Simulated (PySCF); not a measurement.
This PySCF input asks for the NMR shieldings of `[O+]1([BH3-])CCC[C@H]1C`, C5H13BO; the geometry comes from GFN2-xTB.

```python
import basis_set_exchange as bse
import numpy as np
from pyscf import gto, dft
from pyscf.prop import nmr

atoms = """
B    -0.777939    1.906858    0.961873
O    -0.377778    0.694281   -0.052675
C    -1.467645   -0.154286   -0.383984
C    -0.807150   -1.416024   -0.918081
C     0.370695   -1.561071    0.044759
C     0.742608   -0.105494    0.372392
C     1.977630    0.382842   -0.372647
H     0.207708    2.564111    1.042073
H    -1.674797    2.456936    0.412396
H    -1.094112    1.392218    1.993583
H    -2.065621   -0.366476    0.510681
H    -2.088336    0.372654   -1.109709
H    -0.453331   -1.255866   -1.937303
H    -1.475146   -2.273799   -0.908005
H     0.056213   -2.087128    0.946629
H     1.207198   -2.100374   -0.395251
H     0.881067    0.037899    1.449424
H     2.105364    1.447548   -0.197535
H     1.866471    0.217355   -1.442037
H     2.861753   -0.141505   -0.019619
"""
names = dict.fromkeys(["B", "O", "C", "H"], "pcSseg-1")
basis = {el: gto.basis.parse(bse.get_basis(n, elements=[el], fmt="nwchem")) for el, n in names.items()}
mol = gto.M(atom=atoms, basis=basis, charge=0, verbose=0)
mf = dft.RKS(mol, xc="PBE0")
mf.grids.level = 2
mf.grids.alignment = dft.numint.BLKSIZE   # the property module wants whole blocks of grid points
mf.conv_tol = 1e-9
mf.kernel()

calc = nmr.RKS(mf)   # GIAO
C = mf.mo_coeff
Co = C[:, mf.mo_occ > 0]
resp = mf.gen_response(singlet=True, hermi=2)
def vind(x):   # induced exchange potential for any number of trial vectors
    d = np.einsum("pi,xij,qj->xpq", C, 2 * x.reshape(-1, C.shape[1], Co.shape[1]), Co, optimize=True)
    return np.einsum("xpq,pi,qj->xij", resp(d - d.transpose(0, 2, 1)), C, Co, optimize=True).ravel()
mo1, _ = nmr.rhf.solve_mo1(calc, with_cphf=vind)
sigma = calc.kernel(mo1)
for i, s in enumerate(sigma):   # ppm
    w = np.linalg.eigvalsh((s + s.T) / 2)
    print("%2d %-2s iso %8.1f  s11 %8.1f  s22 %8.1f  s33 %8.1f" % (i, mol.atom_pure_symbol(i), w.mean(), *w))
```

Problem. Give the expected output.

Solution. 
```
 0 B  iso    104.1  s11     76.9  s22     81.6  s33    153.7
 1 O  iso    268.9  s11    180.8  s22    297.7  s33    328.2
 2 C  iso    106.6  s11     57.3  s22     98.5  s33    164.0
 3 C  iso    158.9  s11    135.8  s22    166.5  s33    174.4
 4 C  iso    152.1  s11    124.5  s22    160.3  s33    171.6
 5 C  iso    100.8  s11     57.5  s22     80.6  s33    164.3
 6 C  iso    163.5  s11    146.3  s22    159.8  s33    184.6
 7 H  iso     28.6  s11     25.3  s22     25.7  s33     34.9
 8 H  iso     28.8  s11     25.6  s22     25.9  s33     34.7
 9 H  iso     28.9  s11     25.3  s22     26.4  s33     35.1
10 H  iso     28.0  s11     22.9  s22     27.6  s33     33.4
11 H  iso     27.3  s11     22.8  s22     26.3  s33     32.9
12 H  iso     29.7  s11     25.9  s22     27.1  s33     36.1
13 H  iso     30.0  s11     25.8  s22     26.5  s33     37.6
14 H  iso     29.5  s11     25.1  s22     27.3  s33     36.0
15 H  iso     30.1  s11     25.6  s22     28.3  s33     36.4
16 H  iso     27.4  s11     25.0  s22     26.6  s33     30.6
17 H  iso     29.7  s11     24.6  s22     28.7  s33     35.8
18 H  iso     30.7  s11     26.6  s22     29.8  s33     35.6
19 H  iso     30.8  s11     26.5  s22     27.9  s33     38.0
```

These numbers come from an equivalent density-fitted implementation of the same equations, which agrees with the script to about 0.01 ppm for H and up to a few tenths of a ppm for heavy atoms, so last digits may differ.

Size and cost of the density-fitted run: 184 basis functions, 25 s wall time on 1 thread of an Arm Neoverse V1, shared host; peak memory 0.84 GiB.
